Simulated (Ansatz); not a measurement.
Geometry optimisation, Ansatz, UKS PBE0-D4/STO-3G.

input.yaml

```yaml
crystal:
  periodic: [false, false, false]
  atoms:
    - { symbol: B, position_ang: [-2.072, 0.9985, 0.6441] }
    - { symbol: Al, position_ang: [-0.4889, -0.2084, 0.477] }
    - { symbol: Si, position_ang: [-0.5808, -2.0534, -0.9973] }
    - { symbol: O, position_ang: [1.1107, 0.1578, 1.4409] }
    - { symbol: Si, position_ang: [1.9998, 1.1457, 0.4177] }
    - { symbol: H, position_ang: [-2.0799, 1.9974, 1.3472] }
    - { symbol: H, position_ang: [-3.0649, 0.826, 0.0013] }
    - { symbol: H, position_ang: [-0.7559, -1.566, -2.3608] }
    - { symbol: H, position_ang: [-1.6232, -2.9489, -0.5319] }
    - { symbol: H, position_ang: [0.7438, -2.758, -0.9063] }
    - { symbol: H, position_ang: [2.3277, 0.4505, -0.792] }
    - { symbol: H, position_ang: [3.2657, 1.4904, 1.1547] }
    - { symbol: H, position_ang: [1.2384, 2.4338, 0.1203] }
magnetization:
  spin_polarized: true
basis:
  gaussian: { orbitals: STO-3G }
hamiltonian:
  xc: pbe0
  dispersion: d4
relax:
  f_tol: 0.02
  max_steps: 40
```

Run as:

```bash
$ ansatz run input.yaml --threads 1 --pin off --max-ram 2048MiB --backend cpu --events-out ev --progress --plain --runs-dir out
```

Where does it end, and by what steps?

The run converged. The force dipped under the threshold on the way, but the program's further checks kept it going. Limits of this set-up: minimal basis. After 31 steps the energy has fallen by 1.272 eV; H6 moved furthest, 1.87 Å.

| step | energy less start (eV) | largest force component (eV/Å) | accepted |
| --- | --- | --- | --- |
| 0 | 0.0000 | 3.753 | yes |
| 2 | -0.8484 | 0.547 | yes |
| 4 | -0.9280 | 0.678 | yes |
| 6 | -1.0216 | 0.289 | yes |
| 8 | -1.0755 | 0.251 | yes |
| 10 | -1.0959 | 0.482 | yes |
| 12 | -1.1269 | 0.338 | yes |
| 14 | -1.1838 | 0.473 | yes |
| 16 | -1.2452 | 0.279 | yes |
| 18 | -1.2602 | 0.057 | yes |
| 20 | -1.2655 | 0.085 | yes |
| 22 | -1.2697 | 0.021 | yes |
| 24 | -1.2681 | 0.175 | no |
| 26 | -1.2709 | 0.106 | yes |
| 28 | -1.2717 | 0.037 | yes |
| 30 | -1.2721 | 0.024 | yes |
| 31 | -1.2722 | 0.016 | yes |

```xyz
13
Properties=species:S:1:pos:R:3
B -2.499 0.787 1.032
Al -0.707 0.215 0.302
Si -0.364 -1.739 -0.857
O 0.555 1.283 0.595
Si 2.145 1.080 0.076
H -2.883 0.483 2.102
H -3.272 1.415 0.408
H 0.126 -1.533 -2.203
H -1.572 -2.521 -1.000
H 0.596 -2.617 -0.222
H 2.369 -0.178 -0.610
H 3.031 1.135 1.219
H 2.496 2.154 -0.829
```

Whether the end is a true minimum wasn't checked by a vibrational analysis.

Time of the run: 2 min on 1 thread of AMD EPYC 7R13 Processor (Zen 3), with other jobs on the host, peak memory 0.2 GiB.
